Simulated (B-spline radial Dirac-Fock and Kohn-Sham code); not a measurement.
## Binding energies of Pb²⁺ at several levels of theory

System: Pb²⁺ in the configuration [Xe] 4f14 5d10 6s1 6p1 (an excited configuration).

The density-functional columns are spherical, spin-unpolarised Dirac-Kohn-Sham results without Breit or QED terms: −ε is minus the orbital energy of the initial state and ΔSCF the difference of two total energies. The reference in the last column comes from Dirac-Fock ΔSCF + Breit + QED. All numbers are from a B-spline atomic structure program, in eV; a selection of levels is shown. The Kohn-Sham columns are given as differences from the reference. For the 1s level of heavy atoms much of the gap between ΔSCF and the reference is the Breit and QED part, -493.9 eV here; for other levels the error of the functional can be larger.

```
     level  LDA −ε − DF  LDA ΔSCF − DF  Dirac-Fock
    K (1s)       -159.2         +483.8     88026.6
   L1 (2s)       -173.6          -53.2     15894.4
L2 (2p1/2)       -116.6          +39.6     15226.3
L3 (2p3/2)       -139.1          -10.2     13061.9
   M1 (3s)        -97.7          -61.6      3884.9
M2 (3p1/2)        -77.4          -38.4      3586.5
M3 (3p3/2)        -77.3          -42.7      3098.6
M4 (3d3/2)        -54.3          -12.6      2613.8
M5 (3d5/2)        -56.1          -16.0      2511.7
   N1 (4s)        -55.4          -38.6       926.4
N2 (4p1/2)        -46.6          -29.9       797.0
N3 (4p3/2)        -46.1          -30.3       676.8
N4 (4d3/2)        -33.0          -17.4       466.0
N5 (4d5/2)        -32.9          -17.6       443.5
N6 (4f5/2)        -13.9           +1.1       168.3
N7 (4f7/2)        -14.1           +0.8       163.5
O2 (5p1/2)        -14.2           -5.2       135.4
O3 (5p3/2)        -14.6           -6.1       113.2
O4 (5d3/2)         -5.9           +1.5       47.21
O5 (5d5/2)         -6.0           +1.3       44.61
   P1 (6s)         -3.0           +2.0       31.93
 P2,3 (6p)         -2.6           +1.4       21.20
```

Values without a named source are computed, but for edge energies of neutral atoms, which are taken from tables.
